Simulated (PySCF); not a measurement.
# Electron correlation in V (vanadium, neutral)

[Ar] 3d3 4s1 4p1, one real determinant (an excited configuration). Calculation: PySCF 2.14, in def2-TZVPPD; no relativity, point nucleus. Frozen: [Ar]; 5 electrons correlated.

| level | correlation energy (mhartree) |
| --- | --- |
| CCSD | -39.47 |
| (T) | -0.73 |
| CCSD(T) | -40.20 |

Diagnostics: T1 = 0.015, D1 = 0.0405, largest double amplitude 0.043.

The real determinant used has ⟨L²⟩ near 14 against 20 for a pure G term, so it mixes terms.

Cost of the coupled-cluster step: roughly 4 core-seconds, for 5 correlated electrons.

The reference is one real determinant that mixes LS terms of this configuration.
